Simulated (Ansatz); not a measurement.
Reaction (ligand exchange at a Ge–O bond): `ClBC[O][GeH3]` + `CSS` → `CS[S][GeH3]` + `OCBCl`

Gas-phase electronic energies from Ansatz, PBE0-D4/def2-TZVP geometries. CBS: MP2 limit from def2 TZ/QZ plus the TZ coupled-cluster correction, frozen cores. DFT in def2-TZVPP. For Ge outer-core shells are correlated without core-valence functions, which leaves a few kJ/mol of doubt a bond. Scalar relativity is left out up to krypton. One conformer a species, not always the lowest.

```
         level  ΔE (kJ/mol)
       PBE0-D4        -43.6
MP2/def2-QZVPP        -36.2
```

Problem. What does CCSD(T)/CBS give? (Best estimate.)

Solution. The calculation gave: -35.2 kJ/mol. The listed levels differ from it by -8.4, -1.0 kJ/mol.

Largest T1 diagnostic among the species: 0.012.

The D4 term adds −3.8 kJ/mol with B3LYP and −1.9 kJ/mol with PBE0; it sums over pairs of atoms, weighted by their polarisabilities, and B3LYP, whose exchange is more repulsive, gets the larger term. In def2-TZVPP, CCSD(T) changes the Hartree–Fock value by −11.2 kJ/mol (the triples alone add −2.4 kJ/mol) and MP2 by −14.9 kJ/mol.

B3LYP here is the variant with VWN-RPA as its local correlation; programs differ in this.
